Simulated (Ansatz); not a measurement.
Cost and result for the atomization energy of H8SSi3, SMILES `[SiH3][SiH2]S[SiH3]` (12 atoms, 11 bonds).

| atom | x (Å) | y (Å) | z (Å) |
| --- | --- | --- | --- |
| Si1 | -1.2801 | -0.4251 | 1.6860 |
| Si2 | -0.4233 | -1.1675 | -0.3598 |
| S3 | 1.6861 | -0.7761 | -0.4630 |
| Si4 | 1.5373 | 1.2262 | -1.1915 |
| H5 | -1.0080 | 1.0271 | 1.8500 |
| H6 | -2.7496 | -0.6530 | 1.7571 |
| H7 | -0.6197 | -1.1708 | 2.7898 |
| H8 | -1.1035 | -0.4934 | -1.5015 |
| H9 | -0.5923 | -2.6371 | -0.5046 |
| H10 | 0.5591 | 2.0034 | -0.3871 |
| H11 | 1.1061 | 1.2419 | -2.6118 |
| H12 | 2.8878 | 1.8244 | -1.0637 |

The species carries charge 0 and has multiplicity 1. Geometry: relaxed with PBE0-D4/def2-TZVP. It is one conformer, not always the lowest. Program: Ansatz. All runs use 4 threads of an Arm Neoverse V1 on a shared host. Times are those of one run each, without the atoms' runs, and a repeat can differ threefold. Electronic energies, without spin–orbit coupling; frozen cores. CCSD(T)/CBS adds CCSD(T) − MP2 in def2-TZVPP to the MP2 limit, and its time is that of the two runs behind it. T1 = 0.012.

CCSD(T)/CBS is a level of theory with its own doubt, some kJ/mol a heavy atom from the limit and from the frozen cores, so smaller differences don't rank the functionals.

```
                           level  functions  wall time
              BLYP-D4/def2-TZVPP        280      2.8 s
 PBE-D4/def2-TZVPP (with forces)        280      3.2 s
                CCSD(T)/def2-SVP        112      3.5 s
              PBE0-D4/def2-TZVPP        280      4.4 s
         CAM-B3LYP-D4/def2-TZVPP        280        5 s
               B2PLYP/def2-TZVPP        280        7 s
             PBE-QIDH/def2-TZVPP        280        7 s
              ωB97X-V/def2-TZVPP        280       11 s
               B97M-V/def2-TZVPP        280       11 s
ωB97M-V/def2-TZVPP (with forces)        280       16 s
                  MP2/def2-QZVPP        520       27 s
              CCSD(T)/def2-TZVPP        280    2.3 min
               CCSD(T)/CBS(def2)          –    2.7 min
```

Q: What atomization energy does each give, and how far from CCSD(T)/CBS? (An estimate is asked.)

A: Ansatz gave: 
| level | atomization (kJ/mol) | difference from CCSD(T)/CBS | per bond |
| --- | --- | --- | --- |
| BLYP-D4/def2-TZVPP | 3469.9 | -66.3 | -6.0 |
| PBE-D4/def2-TZVPP (with forces) | 3481.6 | -54.6 | -5.0 |
| CCSD(T)/def2-SVP | 3262.8 | -273.4 | -24.9 |
| PBE0-D4/def2-TZVPP | 3483.9 | -52.3 | -4.8 |
| CAM-B3LYP-D4/def2-TZVPP | 3522.9 | -13.3 | -1.2 |
| B2PLYP/def2-TZVPP | 3461.0 | -75.2 | -6.8 |
| PBE-QIDH/def2-TZVPP | 3479.7 | -56.5 | -5.1 |
| ωB97X-V/def2-TZVPP | 3568.9 | 32.7 | 3.0 |
| B97M-V/def2-TZVPP | 3561.6 | 25.4 | 2.3 |
| ωB97M-V/def2-TZVPP (with forces) | 3534.9 | -1.3 | -0.1 |
| MP2/def2-QZVPP | 3465.8 | -70.4 | -6.4 |
| CCSD(T)/def2-TZVPP | 3437.2 | -99.0 | -9.0 |
| CCSD(T)/CBS(def2) | 3536.2 | 0.0 | 0.0 |

From BLYP to BHLYP (50 % exact exchange), in def2-TZVPP and without D4, the atomization energy moves by +50.4 kJ/mol. Leaving LDA and LC-ωPBE aside and taking each functional with its dispersion term where it has one, the values, not all of them listed here, spread over 125.9 kJ/mol, from revPBE-D4 to ωB97X-V. LDA lies +425.3 kJ/mol from PBE without D4, its usual overbinding. The D4 term adds +54.0 kJ/mol with B3LYP and +28.7 kJ/mol with PBE0; it sums over pairs of atoms, weighted by their polarisabilities, and B3LYP, whose exchange is more repulsive, gets the larger term.

B3LYP here is the variant with VWN-RPA as its local correlation; programs differ in this.
